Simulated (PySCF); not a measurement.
Job file and geometry (Å, from GFN2-xTB) of an NMR shielding run on SMILES C=[C](C)[AlH][S]CC, C5H11AlS, GIAO PBE0/pcSseg-1 NMR shielding, non-relativistic, gas phase (PySCF); density fitting, a coarse starting grid and PySCF grid level 2 are the driver's defaults:

```
$ OMP_NUM_THREADS=1 python probes_run.py task.json out

{"job": {"kind": "nmr", "xc": "PBE0", "basis": "pcSseg-1"}, "charge": 0, "multiplicity": 1}
C      2.233112     1.280636     0.861138
C      2.067324     0.074516     0.310878
C      3.235003    -0.781602    -0.095716
Al     0.161202    -0.416437     0.086653
S     -1.456930     0.902368     0.795791
C     -2.809470    -0.087734     0.027431
C     -2.969269     0.239802    -1.443636
H      3.199916     1.731415     1.048216
H      1.371739     1.871809     1.156977
H      3.036470    -1.266697    -1.051344
H      3.386512    -1.569398     0.643039
H      4.152590    -0.198666    -0.173031
H     -0.314111    -1.741091    -0.562639
H     -3.706783     0.160949     0.591677
H     -2.583866    -1.150967     0.162775
H     -3.807641    -0.314801    -1.862266
H     -2.059147    -0.031781    -1.985566
H     -3.145410     1.303996    -1.581073
```

Question: What does the program print?

Answer: 
```
coarse grid: 15504 points
cycle   1  E = -837.1321646407  dE =  4.156e-01  |g| = 4.487e-01  |ddm| = 3.706e+00
cycle   2  E = -837.1204796520  dE =  1.168e-02  |g| = 5.066e-01  |ddm| = 9.563e-01
cycle   3  E = -837.1916575540  dE = -7.118e-02  |g| = 3.838e-02  |ddm| = 5.416e-01
cycle   4  E = -837.1919271751  dE = -2.696e-04  |g| = 2.296e-02  |ddm| = 5.821e-02
cycle   5  E = -837.1920416503  dE = -1.145e-04  |g| = 8.632e-03  |ddm| = 2.341e-02
cycle   6  E = -837.1920602454  dE = -1.860e-05  |g| = 2.486e-03  |ddm| = 9.997e-03
cycle   7  E = -837.1920618919  dE = -1.647e-06  |g| = 4.374e-04  |ddm| = 2.446e-03
final grid: 138768 points
cycle   8  E = -837.2354587812  dE = -2.857e-05  |g| = 9.387e-03  |ddm| = 2.562e-02
cycle   9  E = -837.2354438134  dE =  1.497e-05  |g| = 1.195e-02  |ddm| = 1.855e-02
cycle  10  E = -837.2354813705  dE = -3.756e-05  |g| = 1.129e-03  |ddm| = 1.144e-02
cycle  11  E = -837.2354816922  dE = -3.216e-07  |g| = 2.715e-04  |ddm| = 1.209e-03
cycle  12  E = -837.2354817092  dE = -1.702e-08  |g| = 1.030e-04  |ddm| = 3.285e-04
cycle  13  E = -837.2354817119  dE = -2.671e-09  |g| = 2.794e-05  |ddm| = 1.153e-04
cycle  14  E = -837.2354817120  dE = -1.871e-10  |g| = 5.033e-06  |ddm| = 2.752e-05
converged SCF energy = -837.2354817120

GIAO shielding tensors (ppm)
atom      isotropic    diamagn.    paramagn.     s11        s22        s33       span
  0 C       41.744     254.524    -212.780    -79.465     59.254    145.443    224.908
  1 C       23.293     262.946    -239.653    -88.053    -16.455    174.387    262.440
  2 C      160.295     245.138     -84.844    146.170    148.867    185.846     39.676
  3 Al     304.108     800.429    -496.321    273.284    315.322    323.718     50.434
  4 S      534.870    1061.939    -527.069    400.285    540.253    664.071    263.786
  5 C      158.697     252.577     -93.880    141.096    158.736    176.259     35.164
  6 C      159.026     248.212     -89.185    136.113    153.018    187.948     51.835
  7 H       25.143      30.283      -5.140     22.416     24.968     28.046      5.630
  8 H       25.620      33.811      -8.192     22.663     24.049     30.146      7.483
  9 H       29.438      29.339       0.100     25.330     28.907     34.078      8.749
 10 H       29.508      27.758       1.749     25.987     27.524     35.011      9.024
 11 H       29.743      27.598       2.145     26.389     28.298     34.543      8.155
 12 H       26.304      32.056      -5.752     22.842     25.932     30.138      7.296
 13 H       28.829      30.456      -1.627     22.558     27.621     36.307     13.749
 14 H       28.632      32.437      -3.805     23.177     27.847     34.874     11.697
 15 H       30.193      27.314       2.879     25.216     26.644     38.718     13.502
 16 H       30.875      31.188      -0.312     26.965     30.633     35.028      8.063
 17 H       30.209      29.644       0.564     26.527     28.490     35.609      9.081
```

Size and cost of the density-fitted run: 188 basis functions, 63 s wall time on 1 thread of an Arm Neoverse N1, shared host; peak memory 0.84 GiB.
